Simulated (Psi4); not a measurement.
Pair of molecules, SMILES Cl with SMILES C=CC (the first has 2 atoms); geometry from B3LYP-D3(BJ)/def2-TZVP.
(charge 0, multiplicity 1):
```xyz
11

Cl     0.241     0.211     0.538
H      0.549     0.091     1.793
C      1.127    -0.519     3.953
C      0.218     0.440     4.107
C     -1.261     0.234     4.109
H      0.839    -1.557     3.827
H      2.188    -0.303     3.963
H      0.558     1.465     4.235
H     -1.733     0.807     3.306
H     -1.520    -0.817     3.976
H     -1.699     0.584     5.047
```

Calculation: SAPT0/jun-cc-pV(D+d)Z in Psi4 1.11.

### Question
Which attractive term is largest, and how does the interaction split up?

### Answer
electrostatics -282.0, exchange 416.0, induction -150.6, dispersion -128.9, total -145.5 meV; the largest attraction is electrostatics.
